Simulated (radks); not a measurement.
Q: The germanium ion Ge3+, [Ar] 3d10 4s1. Method: non-relativistic Kohn-Sham, PBE, spin-polarised, spherical densities, point nucleus; computed with a radial shooting solver on a logarithmic mesh with Libxc functionals. Every spin shell is full or empty, so the densities are truly spherical. Functionals are evaluated on that one density, not self-consistently. Rank these exchange functionals by their error against the exact value of the orbitals, and give that value: LDA, PBE, revPBE, RPBE, WC, AM05, SCAN, MS2.

A: Exact: -76.6094 hartree. From best to worst, with 100 (|E| - |E exact|)/|E exact| (equal figures are ties): RPBE +0.02, revPBE -0.06, MS2 -0.28, PBE -0.28, SCAN +0.33, WC -0.90, AM05 -5.19, LDA -5.71.
